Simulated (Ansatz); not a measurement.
Pd3H4⁻ (the lowest doublet isomer of a short search) was relaxed with PBE-D4 (def2-TZVPD) in Ansatz in these states: charge -1 doublet, charge -1 quartet. The geometries follow in no particular order.

In the def2 sets Pd takes a core potential; there is no spin–orbit coupling.

A:

Cartesian coordinates in Å:
```
Pd 0.650 -0.073 -1.078
Pd -0.124 1.069 1.226
Pd -1.576 -0.926 0.201
H -1.558 0.115 1.577
H 1.460 0.966 -2.018
H -0.140 -1.589 -0.386
H 1.288 0.439 0.479
```

B:

| atom | x (Å) | y (Å) | z (Å) |
| --- | --- | --- | --- |
| Pd1 | 0.451 | -0.756 | 0.772 |
| Pd2 | -1.513 | 0.000 | -1.009 |
| Pd3 | -0.100 | 1.892 | 0.324 |
| H4 | -0.620 | 1.393 | -1.246 |
| H5 | 0.899 | -2.265 | 1.064 |
| H6 | 1.192 | 0.927 | 0.738 |
| H7 | -0.310 | -1.191 | -0.643 |

Question: Judge from the bond lengths which geometry belongs to which state (an estimate).

Answer: A is the charge -1 quartet (Pd1–H7 1.759 Å, Pd2–H4 1.758 Å, Pd1–Pd2 2.686 Å); B is the charge -1 doublet (Pd1–H7 1.664 Å, Pd2–H4 1.672 Å, Pd1–Pd2 2.757 Å).

At PBE-D4/def2-TZVPD the highest occupied level of the charge -1 quartet lies above zero (up to 0.35 eV). It is a level of α spin, whose loss leaves a triplet; that state wasn't run at this geometry and level. The electron is either unbound and held by the finite basis, or the level is raised by self-interaction error. At PBE-D4/def2-TZVPD the highest occupied level of the charge -1 doublet lies above zero (up to 0.07 eV). By energy differences its removal costs 2.26 eV (vertical, to the charge 0 singlet, at PBE-D4/def2-TZVPD); a positive level beside a positive removal energy at the same level points to self-interaction error. At PBE0-D4/def2-TZVPD a doublet lies 0.74 eV below the charge -1 quartet. These are the stationary points nearest to one start from a short search; other shapes may lie lower in each state.
